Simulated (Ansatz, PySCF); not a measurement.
This triplet is an excited state, 1.96 eV above the relaxed singlet at the level B3LYP/cc-pVTZ // PBE0-D3(BJ)/def2-TZVP (Ansatz, a first-principles code).

Cartesian coordinates (Å):
```xyz
9

C     -1.5230    -0.2379     0.4062
C     -0.9923     0.8013    -0.2498
Ge     0.8755     0.9527    -0.6741
N      1.8792    -0.4863    -0.0816
H     -2.5871    -0.2745     0.6214
H     -0.9203    -1.0732     0.7447
H     -1.6141     1.6281    -0.5798
H      2.3099    -1.0413    -0.8094
H      2.5723    -0.2689     0.6225
```
Charge 0, spin multiplicity 3.

**Question.** Predict the highest occupied spin orbital, dipole moment and total energy from PBE0-D3(BJ)/def2-TZVP (PySCF).

**Answer.** 
The highest occupied spin orbital is -4.62 eV. The dipole moment comes out as 1.16 D and the total energy comes out as -2210.5201 Ha.
